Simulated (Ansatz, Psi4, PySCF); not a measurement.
C$_{2}$H$_{6}$, charge -1, doublet, at the geometry of the source list (a state made from the parent by changing its charge; the spin is typed, not shown lowest) (in this run its highest filled SCF level lies above zero, so its values depend strongly on the basis, on diffuse functions most of all). Base run: WB97X/def2-SVPD (PySCF).

Input for PySCF:
```python
from pyscf import gto, scf, dft

mol = gto.Mole()
mol.atom = '''
    C    -0.752700    0.104800   -0.013400
    C     0.752700   -0.104800    0.013400
    H    -1.219900   -0.559000   -0.737500
    H    -0.992800    1.130000   -0.286500
    H    -1.186000   -0.097800    0.963600
    H     0.992800   -1.130000    0.286500
    H     1.219900    0.559000    0.737500
    H     1.186000    0.097800   -0.963600
'''
mol.basis = 'def2-svpd'
mol.charge = -1
mol.spin = 1
mol.verbose = 4
mol.build()

mf = dft.UKS(mol)
mf.xc = 'wb97x'
mf.kernel()
```

The same geometry, method and basis name were run in Ansatz (a quantum-chemistry and plane-wave program) and Psi4 and PySCF, at each program's defaults and at the settings that a row names. The base is PySCF at its defaults. Differences at the defaults can come from grids, fitting, cores and function types together.

```json
[
 {"code and settings": "PySCF, defaults (exact integrals, its default grid, spherical functions)", "ΔE vs base (mEh)": "0.000", "basis functions": "88", "E (Eh)": "-79.65322", "SCF cycles": "9"},
 {"code and settings": "Psi4, defaults (density fitting with its default set, its default grid, spherical functions)", "ΔE vs base (mEh)": "0.047", "basis functions": "88", "E (Eh)": "-79.65317", "SCF cycles": "8"},
 {"code and settings": "Ansatz, defaults (factorised integrals, its default grid, spherical functions)", "ΔE vs base (mEh)": "0.006", "basis functions": "88", "E (Eh)": "-79.65321", "SCF cycles": "-"},
 {"code and settings": "PySCF, density fitting with def2-universal-jkfit", "ΔE vs base (mEh)": "-0.125", "basis functions": "88", "E (Eh)": "-79.65334", "SCF cycles": "9"},
 {"code and settings": "PySCF, fine grid", "ΔE vs base (mEh)": "0.004", "basis functions": "88", "E (Eh)": "-79.65321", "SCF cycles": "9"},
 {"code and settings": "Psi4, exact integrals, spherical functions, fine grid", "ΔE vs base (mEh)": "0.005", "basis functions": "88", "E (Eh)": "-79.65321", "SCF cycles": "11"},
 {"code and settings": "Ansatz, high accuracy", "ΔE vs base (mEh)": "0.005", "basis functions": "88", "E (Eh)": "-79.65321", "SCF cycles": "-"}
]
```

Open shells are given as the SCF converged; they aren't shown to be the lowest states, and a large step between rows can be another state.
